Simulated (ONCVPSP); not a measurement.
## Reading a pseudo-wave (gold (Au))

Columns: radius, all-electron u(r) and pseudo u(r) of the 5p shell (level -81.39 eV) of gold in the configuration [Kr] 4d10 4f14 5s2 5p6 5d9; PW91, scalar-relativistic, ONCV scheme, ONCVPSP 4.0.1.

| r (bohr) | all-electron | pseudo |
| --- | --- | --- |
| 0.090 | 0.1899 | 0.0263 |
| 0.180 | 0.2312 | 0.1022 |
| 0.270 | -0.4217 | 0.2195 |
| 0.360 | -0.6037 | 0.3659 |
| 0.450 | -0.3221 | 0.5263 |
| 0.540 | 0.1273 | 0.6848 |
| 0.630 | 0.5468 | 0.8271 |
| 0.720 | 0.8566 | 0.9413 |
| 0.810 | 1.0442 | 1.0195 |
| 0.900 | 1.1282 | 1.0587 |
| 0.990 | 1.1342 | 1.0596 |
| 1.080 | 1.0876 | 1.0268 |
| 1.170 | 1.0092 | 0.9674 |
| 1.260 | 0.9143 | 0.8894 |
| 1.350 | 0.8138 | 0.8010 |
| 1.440 | 0.7145 | 0.7089 |
| 1.530 | 0.6207 | 0.6188 |
| 1.620 | 0.5347 | 0.5342 |
| 1.710 | 0.4573 | 0.4572 |
| 1.800 | 0.3890 | 0.3890 |
| 1.890 | 0.3294 | 0.3293 |
| 1.980 | 0.2777 | 0.2777 |
| 2.070 | 0.2334 | 0.2333 |
| 2.160 | 0.1955 | 0.1955 |
| 2.250 | 0.1634 | 0.1633 |
| 2.340 | 0.1362 | 0.1361 |

How many radial nodes do the two functions have?

The all-electron 5p function has n − l − 1 = 3 (the table is too coarse to show those close to the nucleus); the pseudo-wave has 0, since the states of the same l below it are removed with the core.

At about which radius was the pseudo-wave matched?

1.80 bohr. The columns agree to 0.0005 from 1.62 bohr on; several derivatives are matched, so the curves merge somewhat inside the radius.

Is the pseudo-wave norm-conserving?

Yes: the ONCV scheme keeps the norm inside the radius equal to the all-electron one, which fixes the energy derivative of the logarithmic derivative at the level.
